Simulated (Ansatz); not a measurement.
Frontier orbitals of CH8AlBSi2 (`[AlH2][CH]1[SiH2]B1[SiH3]`).

Charge 0, multiplicity 1. Geometry: relaxed with PBE0-D4/def2-TZVP. Basis def2-TZVPP, Ansatz 0.2.0.

```json
{"functional": "PBE", "HOMO (eV)": "-6.09", "LUMO (eV)": "-2.75", "gap (eV)": "3.34"}
{"functional": "BLYP", "HOMO (eV)": "-5.92", "LUMO (eV)": "-2.54", "gap (eV)": "3.38"}
{"functional": "PBE0", "HOMO (eV)": "-7.06", "LUMO (eV)": "-1.88", "gap (eV)": "5.18"}
{"functional": "HSE06 (plane-wave form)", "HOMO (eV)": "-6.68", "LUMO (eV)": "-2.26", "gap (eV)": "4.42"}
{"functional": "CAM-B3LYP", "HOMO (eV)": "-8.24", "LUMO (eV)": "-0.74", "gap (eV)": "7.50"}
{"functional": "ωB97M-V", "HOMO (eV)": "-9.04", "LUMO (eV)": "0.02", "gap (eV)": "9.06"}
```

From PBE to PBE0 the HOMO moves by −0.97 eV and the LUMO by +0.86 eV, and with ωB97M-V by −2.95 and +2.77 eV, so the gap grows from 3.35 to 9.06 eV with exact exchange. A positive LUMO is unbound and depends on the basis.
